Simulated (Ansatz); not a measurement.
Born–Oppenheimer molecular dynamics of FH2OPSi (6 atoms, charge 0, multiplicity 1). It starts from a relaxed structure.

Method: RKS PBE0/cc-pVDZ in Ansatz 0.2.0.

| Item | Value |
| --- | --- |
| ensemble | NVT, Langevin thermostat |
| time step | 0.5 fs |
| steps asked | 300 |
| set temperature | 400 K |
| friction | 0.02 /fs |
| seed | 65075 |

First frame:

```xyz
6
Properties=species:S:1:pos:R:3
F -1.931 -0.807 0.081
Si -1.550 0.226 -1.172
O -0.036 0.760 -0.690
P 0.966 0.538 0.675
H 2.087 -0.021 -0.031
H 0.506 -0.759 1.091
```

Problem. How far do the bonds stretch over the last three quarters of this one trajectory? (Pairs bonded in most of those frames.)

Solution. 
```json
{"bond": "F1–Si2", "mean (Å)": "1.670", "spread (Å)": "0.032", "shortest": "1.60", "longest": "1.73"}
{"bond": "Si2–O3", "mean (Å)": "1.667", "spread (Å)": "0.014", "shortest": "1.63", "longest": "1.69"}
{"bond": "O3–P4", "mean (Å)": "1.709", "spread (Å)": "0.024", "shortest": "1.67", "longest": "1.75"}
{"bond": "P4–H5", "mean (Å)": "1.441", "spread (Å)": "0.026", "shortest": "1.38", "longest": "1.50"}
{"bond": "P4–H6", "mean (Å)": "1.442", "spread (Å)": "0.036", "shortest": "1.36", "longest": "1.52"}
```

Mean temperature of the second half: 298 K. The mean temperature of the second half is 25 % below the set value. A run of 0.15 ps of so small a system gives no equilibrium averages.

Run time: 7.2 min on 1 thread of INTEL(R) XEON(R) PLATINUM 8581C CPU @ 2.10GHz (Emerald Rapids), on a shared host, peak memory 0.15 GiB.
